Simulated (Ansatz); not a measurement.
`[F][In@H-]1[OH+][In@@H-]([F])[OH+]1`, charge 0, multiplicity 1.

Task: Give a relaxed structure at PBE0-D4/def2-TZVP (Ansatz). (An estimate is asked.)

Result: The calculation gave: 
Cartesian coordinates in Å:
```
F 2.471 0.932 -0.543
In 1.242 -0.523 -0.972
O -0.603 0.553 -1.136
In -1.482 0.045 0.751
F -1.159 1.689 1.753
O 0.416 -0.927 0.963
H 1.490 -1.828 -2.011
H -0.452 1.501 -1.210
H -2.866 -0.919 0.743
H 0.942 -0.522 1.661
```
Point group C2v.
This is one stationary point; other conformers may exist.
